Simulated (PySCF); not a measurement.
# Radial density of Zn (zinc, neutral)

UHF, [Ar] 3d10 4s2, closed-shell 1S. All numbers are calculated (PySCF 2.14, scalar relativity by spin-free X2C-1e, in aug-cc-pVDZ-DK (7s6p4d2f, 59 functions)).

| r (bohr) | 4πr²ρ (e/bohr) |
| --- | --- |
| 0.000893 | 0.2897 |
| 0.00150 | 0.7207 |
| 0.00253 | 1.754 |
| 0.00425 | 4.118 |
| 0.00715 | 9.104 |
| 0.0120 | 18.10 |
| 0.0202 | 29.94 |
| 0.0340 | 36.71 |
| 0.0572 | 31.39 |
| 0.0963 | 31.73 |
| 0.162 | 42.08 |
| 0.272 | 24.88 |
| 0.458 | 22.24 |
| 0.771 | 19.92 |
| 1.30 | 5.332 |
| 2.18 | 1.334 |
| 3.67 | 0.4168 |
| 6.17 | 0.03435 |
| 10.4 | 0.0001925 |

Densities and radii are taken from the X2C orbitals without a picture-change correction, which distorts them close to the nucleus.
